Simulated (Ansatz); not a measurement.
Reaction (ligand exchange at the Si–C bond): `OC(F)[SiH3]` + `CO[SiH](O)O` → `CO[SiH](O)O[SiH3]` + `OCF`

Isolated molecules relaxed with PBE0-D4/def2-TZVP in Ansatz; ΔE leaves out vibrations. CCSD(T)/CBS is the MP2 limit (def2-TZVPP, def2-QZVPP) plus CCSD(T) − MP2 in def2-TZVPP, frozen cores. One conformer a species, not always the lowest.

`OC(F)[SiH3]`:

Z-matrix (Å, degrees):
```
C
F 1 1.398
Si 1 1.913 2 108.7
O 1 1.377 2 110.0 3 -119.2
H 1 1.099 2 104.9 3 120.5
H 3 1.484 1 108.2 2 56.3
H 3 1.485 1 108.8 2 175.4
H 3 1.482 1 108.9 2 -64.0
H 4 0.963 1 109.6 2 -70.3
```

`CO[SiH](O)O`:

Cartesian coordinates in Å:
```
C 0.967 1.145 0.907
O 0.410 -0.132 0.689
Si -0.324 -0.581 -0.701
O -1.703 0.228 -1.023
O -0.670 -2.167 -0.523
H 1.616 1.450 0.079
H 0.184 1.900 1.031
H 1.565 1.108 1.819
H 0.559 -0.285 -1.847
H -2.484 -0.010 -0.520
H -0.119 -2.657 0.089
```

`CO[SiH](O)O[SiH3]`:

Z-matrix (Å, degrees):
```
C
O 1 1.410
H 1 1.091 2 108.3
H 1 1.096 2 111.7 3 119.4
H 1 1.094 2 111.0 3 -119.2
Si 2 1.631 1 124.1 3 -167.3
O 6 1.622 2 112.6 1 -65.0
O 6 1.631 2 106.8 1 176.4
H 6 1.477 2 109.8 1 53.7
Si 7 1.640 6 142.6 2 -89.1
H 8 0.958 6 117.1 2 -24.3
H 10 1.486 7 110.8 6 40.0
H 10 1.484 7 107.7 6 159.5
H 10 1.484 7 110.2 6 -81.2
```

`OCF`:

Cartesian coordinates in Å:
```
O 0.159 -0.961 -0.470
C -0.252 0.221 0.087
F 0.424 1.291 -0.465
H 1.053 -1.158 -0.174
H -0.073 0.269 1.167
H -1.311 0.339 -0.146
```

```
            species  CCSD(T)/CBS(def2) energy (Eh)
      `OC(F)[SiH3]`                     -505.08050
      `CO[SiH](O)O`                     -556.41063
`CO[SiH](O)O[SiH3]`                     -846.73000
              `OCF`                     -214.81254
```

Q: Work out ΔE.

A: ΔE = (-846.73000) + (-214.81254) − (-505.08050) − (-556.41063) = -0.05141 Eh = -135.0 kJ/mol.

Largest T1 diagnostic among the species: 0.012.

From PBE to PBE0 (25 % exact exchange), in def2-TZVPP and without D4, ΔE moves by −10.0 kJ/mol. In def2-TZVPP, CCSD(T) changes the Hartree–Fock value by +23.2 kJ/mol (the triples alone add +3.4 kJ/mol) and MP2 by +19.4 kJ/mol.
